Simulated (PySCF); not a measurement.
Species: C3H9N3Si.
Geometry (GFN2-xTB, Å), atoms numbered from 1 in this order:
```
atom  x, y, z in Å
N1     3.290    0.608   -0.846
C2     2.542    0.093   -0.150
C3     1.601   -0.522    0.746
C4     0.314    0.302    0.836
Si5   -0.683    0.228   -0.782
N6    -1.105   -1.431   -1.006
N7    -2.060    1.239   -0.498
H8     2.081   -0.610    1.727
H9     1.376   -1.526    0.375
H10   -0.283   -0.083    1.663
H11    0.567    1.332    1.086
H12    0.141    0.557   -1.948
H13   -1.637   -1.890   -0.283
H14   -1.452   -1.717   -1.906
H15   -1.918    2.167   -0.133
H16   -2.784    1.263   -1.198
```

Computed, not measured: PySCF, TDDFT B3LYP/def2-SVPD, vertical, gas phase, core orbitals frozen in the response.

Ground-to-excited transition dipoles (e·a0, same axes as the geometry; the sign carries no meaning), for the states with f of 0.002 or more among the lowest 7:

```tsv
state	E (eV)	μx	μy	μz
S1	6.240	0.028	-0.377	0.263
S2	6.567	-0.567	0.216	0.019
S3	6.797	0.156	0.029	0.188
S4	6.919	-0.093	0.007	0.216
S5	7.162	0.007	-0.154	-0.011
S6	7.343	-0.030	0.249	0.085
S7	7.465	-0.024	0.127	0.017
```

Question: Work out the oscillator strengths.

Answer: f = (2/3) ΔE |μ|² with ΔE in hartree (27.2114 eV).

| state | \|μ\|² (au) | \|μ\| (D) | f |
| --- | --- | --- | --- |
| S1 | 0.212 | 1.17 | 0.032 |
| S2 | 0.368 | 1.54 | 0.059 |
| S3 | 0.061 | 0.63 | 0.010 |
| S4 | 0.055 | 0.60 | 0.009 |
| S5 | 0.024 | 0.39 | 0.004 |
| S6 | 0.070 | 0.67 | 0.013 |
| S7 | 0.017 | 0.33 | 0.003 |

Question: Which bond between heavy atoms lies closest to the direction of the S2 transition dipole?

Answer: C3–C4, at 12° from it; next Si5–N7 at 17°.

Question: What angle do the transition dipoles of S1 and S6 make?

Answer: |cos θ| = |μa·μb| / (|μa| |μb|) = 0.59, so θ ≈ 54° (taken between 0 and 90°, since the signs are arbitrary).

Question: What peak molar absorption coefficient would the strongest computed level give as a lone Gaussian band 0.3 eV wide at half height?

Answer: ε(max) = 2.175×10⁸ f / FWHM, with the width in cm⁻¹. S2: 2.175×10⁸ × 0.0592 / 2420 ≈ 5300 L mol⁻¹ cm⁻¹.

One conformer stands for the species.
